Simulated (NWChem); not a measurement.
System: C2H7OSi cation

NWChem printed, in part:

```
             Northwest Computational Chemistry Package (NWChem) 7.3.0
             --------------------------------------------------------

 C1  symmetry detected

                             Geometry "geometry" -> ""
                             -------------------------

 Output coordinates in angstroms (scale by  1.889725989 to convert to a.u.)

  No.       Tag          Charge          X              Y              Z
 ---- ---------------- ---------- -------------- -------------- --------------
    1 C                    6.0000    -0.91376205    -1.61477858    -0.00090754
    2 Si                  14.0000     0.00443311     0.01351388    -0.00025451
    3 C                    6.0000    -0.63461449     1.77451264    -0.00071009
    4 O                    8.0000     1.56106651    -0.25135211    -0.00011808
    5 H                    1.0000    -1.55646797    -1.71589453     0.87360901
    6 H                    1.0000    -1.55588864    -1.71582949    -0.87571491
    7 H                    1.0000    -0.20881848    -2.44930788     0.00809894
    8 H                    1.0000    -0.28835250     2.32415690    -0.87852550
    9 H                    1.0000    -0.28893446     2.32409167     0.87755902
   10 H                    1.0000    -1.72292699     1.81928616     0.00867355
   11 H                    1.0000     2.36105268     0.27671533     0.00051339

 Effective nuclear repulsion energy (a.u.)     168.9699610986

                                Z-matrix (autoz)
                                --------

 Units are Angstrom for bonds and degrees for angles

[...]

      ----------------------
      Optimization converged
      ----------------------

  Step       Energy      Delta E   Gmax     Grms     Xrms     Xmax
  ---- ---------------- -------- -------- -------- -------- --------
@    8    -444.41640244 -9.3D-08  0.00006  0.00001  0.00042  0.00098
                                     ok       ok       ok       ok

                                Z-matrix (autoz)
                                --------

 Units are Angstrom for bonds and degrees for angles

[...]

 Rotational Constants
 --------------------
 A=   0.227584 cm-1  (  0.327436 K)
 B=   0.185174 cm-1  (  0.266419 K)
 C=   0.106186 cm-1  (  0.152775 K)

 Temperature                      =   298.15K
 frequency scaling parameter      =   1.0000

 Zero-Point correction to Energy  =   54.794 kcal/mol  (  0.087321 au)
 Thermal correction to Energy     =   58.631 kcal/mol  (  0.093435 au)
 Thermal correction to Enthalpy   =   59.224 kcal/mol  (  0.094379 au)

 Total Entropy                    =   76.480 cal/mol-K
   - Translational                =   38.844 cal/mol-K (mol. weight =  75.0266)
   - Rotational                   =   25.381 cal/mol-K (symmetry #  =        1)
   - Vibrational                  =   12.256 cal/mol-K

 Cv (constant volume heat capacity) =   20.812 cal/mol-K
   - Translational                  =    2.979 cal/mol-K
   - Rotational                     =    2.979 cal/mol-K
   - Vibrational                    =   14.853 cal/mol-K

[normal modes left out]

 ----------------------------------------------------------------------------
 Normal Eigenvalue ||           Projected Infra Red Intensities
  Mode   [cm**-1]  || [atomic units] [(debye/angs)**2] [(KM/mol)] [arbitrary]
 ------ ---------- || -------------- ----------------- ---------- -----------
    1      -41.875 ||    0.000105           0.002         0.102       0.023
    2       -0.000 ||    0.010268           0.237        10.010       2.262
    3        0.000 ||    0.004161           0.096         4.056       0.917
    4        0.000 ||    0.007995           0.184         7.794       1.761
    5        0.000 ||    0.005461           0.126         5.323       1.203
    6        0.000 ||    0.000397           0.009         0.387       0.088
    7        0.000 ||    0.013958           0.322        13.607       3.075
    8       70.207 ||    0.000745           0.017         0.727       0.164
    9      209.758 ||    0.001314           0.030         1.281       0.290
   10      243.770 ||    0.004328           0.100         4.219       0.953
   11      274.821 ||    0.015038           0.347        14.660       3.313
   12      510.991 ||    0.156884           3.619       152.939      34.558
   13      639.068 ||    0.088938           2.052        86.701      19.591
   14      661.518 ||    0.105272           2.429       102.624      23.189
   15      672.962 ||    0.021204           0.489        20.670       4.671
   16      738.886 ||    0.019673           0.454        19.179       4.334
   17      801.845 ||    0.058588           1.352        57.114      12.906
   18      829.279 ||    0.018040           0.416        17.587       3.974
   19      879.435 ||    0.163448           3.771       159.337      36.004
   20     1064.691 ||    0.145586           3.359       141.925      32.069
   21     1269.058 ||    0.073940           1.706        72.080      16.287
   22     1271.290 ||    0.033947           0.783        33.093       7.478
   23     1388.627 ||    0.014035           0.324        13.682       3.092
   24     1390.859 ||    0.004308           0.099         4.199       0.949
   25     1393.151 ||    0.006996           0.161         6.820       1.541
   26     1397.579 ||    0.024746           0.571        24.124       5.451
   27     3047.773 ||    0.050565           1.167        49.294      11.138
   28     3050.919 ||    0.012680           0.293        12.361       2.793
   29     3144.279 ||    0.023752           0.548        23.154       5.232
   30     3146.939 ||    0.021282           0.491        20.746       4.688
   31     3180.924 ||    0.018231           0.421        17.773       4.016
   32     3194.064 ||    0.024673           0.569        24.052       5.435
   33     3874.893 ||    0.347560           8.018       338.819      76.559
 ----------------------------------------------------------------------------

 ===============================================================================
      Negative Nuclear Hessian Mode    1  Eigenvalue =    -41.87 cm**(-1)
 -------------------------------------------------------------------------------
   Raw step length:  0.517 angstroms ;  The Raw step for this mode is:
    1 C                    6.0000     0.00002659    -0.00004390     0.02244844
    2 Si                  14.0000    -0.00003199    -0.00001099    -0.00550214
    3 C                    6.0000     0.00003230     0.00001689     0.00394929
    4 O                    8.0000    -0.00002834     0.00003272    -0.01744483
    5 H                    1.0000    -0.03886269     0.03664354    -0.00580921
    6 H                    1.0000     0.03902364    -0.03686205    -0.00561554
    7 H                    1.0000    -0.00001715     0.00004621     0.08371893
    8 H                    1.0000     0.22494063     0.11799889     0.16772528
    9 H                    1.0000    -0.22374942    -0.11763095     0.16919992
   10 H                    1.0000    -0.00065046    -0.00013966    -0.25833810
   11 H                    1.0000    -0.00004797     0.00005139    -0.03559458

  Geometry after  100.0% step for mode  1; Step length =  0.517 angstroms
   Maximum component (any atom: x,y, or z) displacement:  0.488
    1 C                    6.0000    -0.92045978    -1.55658825     0.02367369
    2 Si                  14.0000     0.04604046    -0.01783119    -0.00430693
    3 C                    6.0000    -0.63021915     1.67767962     0.00541600
    4 O                    8.0000     1.63102430    -0.25225658    -0.01687753
    5 H                    1.0000    -1.61825085    -1.54578008     0.88101871
    6 H                    1.0000    -1.53735516    -1.62093721    -0.89221137
    7 H                    1.0000    -0.26176757    -2.43675012     0.08672038
    8 H                    1.0000    -0.05538318     2.34694128    -0.72110676
    9 H                    1.0000    -0.49916853     2.11339001     1.05768593
   10 H                    1.0000    -1.73124882     1.66592387    -0.25397145
   11 H                    1.0000     2.33421014     0.41142474    -0.03507995

  Geometry after -100.0% step for mode  1; Step length =  0.517 angstroms
   Maximum component (any atom: x,y, or z) displacement:  0.488
    1 C                    6.0000    -0.92051296    -1.55650046    -0.02122318
    2 Si                  14.0000     0.04610443    -0.01780921     0.00669736
    3 C                    6.0000    -0.63028374     1.67764584    -0.00248258
    4 O                    8.0000     1.63108098    -0.25232202     0.01801213
    5 H                    1.0000    -1.54052548    -1.61906717     0.89263712
    6 H                    1.0000    -1.61540243    -1.54721311    -0.88098028
    7 H                    1.0000    -0.26173326    -2.43684254    -0.08071749
    8 H                    1.0000    -0.50526445     2.11094350    -1.05655731
    9 H                    1.0000    -0.05166969     2.34865190     0.71928610
   10 H                    1.0000    -1.72994789     1.66620320     0.26270475
   11 H                    1.0000     2.33430607     0.41132197     0.03610922

  Geometry after   50.0% step for mode  1; Step length =  0.258 angstroms
   Maximum component (any atom: x,y, or z) displacement:  0.244
    1 C                    6.0000    -0.92047308    -1.55656631     0.01244948
    2 Si                  14.0000     0.04605645    -0.01782569    -0.00155586
    3 C                    6.0000    -0.63023530     1.67767117     0.00344136
    4 O                    8.0000     1.63103847    -0.25227294    -0.00815512
    5 H                    1.0000    -1.59881951    -1.56410185     0.88392331
    6 H                    1.0000    -1.55686698    -1.60250618    -0.88940360
    7 H                    1.0000    -0.26175899    -2.43677323     0.04486091
    8 H                    1.0000    -0.16785350     2.28794183    -0.80496940
    9 H                    1.0000    -0.38729382     2.17220548     0.97308597
   10 H                    1.0000    -1.73092359     1.66599370    -0.12480240
   11 H                    1.0000     2.33423412     0.41139905    -0.01728266

  Geometry after  -50.0% step for mode  1; Step length =  0.258 angstroms
   Maximum component (any atom: x,y, or z) displacement:  0.244
    1 C                    6.0000    -0.92049966    -1.55652241    -0.00999896
    2 Si                  14.0000     0.04608844    -0.01781470     0.00394629
    3 C                    6.0000    -0.63026759     1.67765428    -0.00050793
    4 O                    8.0000     1.63106681    -0.25230566     0.00928971
    5 H                    1.0000    -1.55995682    -1.60074539     0.88973252
    6 H                    1.0000    -1.59589061    -1.56564413    -0.88378805
    7 H                    1.0000    -0.26174184    -2.43681943    -0.03885802
    8 H                    1.0000    -0.39279413     2.16994295    -0.97269468
    9 H                    1.0000    -0.16354440     2.28983643     0.80388606
   10 H                    1.0000    -1.73027313     1.66613337     0.13353570
   11 H                    1.0000     2.33428209     0.41134766     0.01831193

  Geometry after   41.0% step for mode  1; Step length =  0.212 angstroms
   Maximum component (any atom: x,y, or z) displacement:  0.200
    1 C                    6.0000    -0.92047548    -1.55656234     0.01042189
    2 Si                  14.0000     0.04605934    -0.01782470    -0.00105889
    3 C                    6.0000    -0.63023821     1.67766965     0.00308465
    4 O                    8.0000     1.63104103    -0.25227590    -0.00657946
    5 H                    1.0000    -1.59530936    -1.56741157     0.88444801
    6 H                    1.0000    -1.56039167    -1.59917673    -0.88889639
    7 H                    1.0000    -0.26175744    -2.43677740     0.03729925
    8 H                    1.0000    -0.18817057     2.27728395    -0.82011867
    9 H                    1.0000    -0.36708434     2.18283014     0.95780351
   10 H                    1.0000    -1.73086484     1.66600632    -0.10146880
   11 H                    1.0000     2.33423845     0.41139441    -0.01406768

  Geometry after  -41.0% step for mode  1; Step length =  0.212 angstroms
   Maximum component (any atom: x,y, or z) displacement:  0.200
    1 C                    6.0000    -0.92049726    -1.55652637    -0.00797137
    2 Si                  14.0000     0.04608555    -0.01781570     0.00344932
    3 C                    6.0000    -0.63026467     1.67765581    -0.00015122
    4 O                    8.0000     1.63106425    -0.25230271     0.00771406
    5 H                    1.0000    -1.56346698    -1.59743568     0.88920782
    6 H                    1.0000    -1.59236592    -1.56897359    -0.88429526
    7 H                    1.0000    -0.26174339    -2.43681526    -0.03129636
    8 H                    1.0000    -0.37247705     2.18060084    -0.95754540
    9 H                    1.0000    -0.18375388     2.27921177     0.81916852
   10 H                    1.0000    -1.73033188     1.66612075     0.11020210
   11 H                    1.0000     2.33427775     0.41135231     0.01509696

  Geometry after   20.5% step for mode  1; Step length =  0.106 angstroms
   Maximum component (any atom: x,y, or z) displacement:  0.100
    1 C                    6.0000    -0.92048092    -1.55655335     0.00582357
    2 Si                  14.0000     0.04606589    -0.01782245     0.00006816
    3 C                    6.0000    -0.63024483     1.67766619     0.00227568
    4 O                    8.0000     1.63104684    -0.25228260    -0.00300608
    5 H                    1.0000    -1.58734876    -1.57491759     0.88563797
    6 H                    1.0000    -1.56838523    -1.59162595    -0.88774611
    7 H                    1.0000    -0.26175393    -2.43678687     0.02015035
    8 H                    1.0000    -0.23424719     2.25311317    -0.85447536
    9 H                    1.0000    -0.32125172     2.20692555     0.92314476
   10 H                    1.0000    -1.73073160     1.66603493    -0.04855107
   11 H                    1.0000     2.33424828     0.41138388    -0.00677652

  Geometry after  -20.5% step for mode  1; Step length =  0.106 angstroms
   Maximum component (any atom: x,y, or z) displacement:  0.100
    1 C                    6.0000    -0.92049182    -1.55653537    -0.00337306
    2 Si                  14.0000     0.04607900    -0.01781795     0.00232227
    3 C                    6.0000    -0.63025806     1.67765927     0.00065774
    4 O                    8.0000     1.63105845    -0.25229600     0.00414068
    5 H                    1.0000    -1.57142757    -1.58992965     0.88801787
    6 H                    1.0000    -1.58437236    -1.57652437    -0.88544554
    7 H                    1.0000    -0.26174690    -2.43680579    -0.01414746
    8 H                    1.0000    -0.32640043     2.20477161    -0.92318872
    9 H                    1.0000    -0.22958650     2.25511636     0.85382727
   10 H                    1.0000    -1.73046512     1.66609214     0.05728438
   11 H                    1.0000     2.33426793     0.41136283     0.00780580
```

Level: PBE0/def2-SVP. The optimisation ended at a saddle point (imaginary frequency).

### Question
Which NWChem input produces such a log?

### Answer
One answer among several that fit: the input that was run:
```
start job
memory heap 200 mb stack 900 mb global 1100 mb
charge 1
geometry units angstroms
  C      1.679895    -0.792064     0.191263
  Si    -0.021411    -0.038319     0.012810
  C     -1.719203    -0.777474     0.296801
  O      0.106692     1.463510    -0.457680
  H      1.863559    -1.137233     1.208711
  H      1.809474    -1.655351    -0.461248
  H      2.449706    -0.056313    -0.052719
  H     -2.323747    -0.748794    -0.612193
  H     -2.269453    -0.228674     1.064220
  H     -1.668668    -1.814251     0.627038
  H     -0.488800     2.186259    -0.662269
end
basis spherical
  * library def2-svp
end
dft
  xc pbe0
  iterations 150
end
driver
  maxiter 120
end
task dft optimize
task dft freq
```
